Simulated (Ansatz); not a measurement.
thiourea (CH₄N₂S), SMILES NC(N)=S.

Geometry optimised at PBE-D3(BJ)/def2-SVP. Other conformers were not sampled.

Two levels are set side by side: PBE/def2-SVPD (Ansatz, a first-principles code) and PBE0/def2-SVPD (Ansatz). Energy differences of separate SCF runs at the same geometry; the states with an electron removed or added have multiplicity 2 and 2. Differences are taken from unrounded values.

```
quantity                            PBE
---------------------------------  ----
vertical ionisation energy (eV)    8.39
vertical singlet–triplet gap (eV)  3.75
```

These are the PBE values. What does PBE0 give? (An estimate is asked for; the answer gives what the named calculation found.)


| quantity | PBE0 | PBE minus PBE0 |
|---|---|---|
| vertical ionisation energy (eV) | 8.41 | -0.02 |
| vertical singlet–triplet gap (eV) | 3.67 | 0.08 |
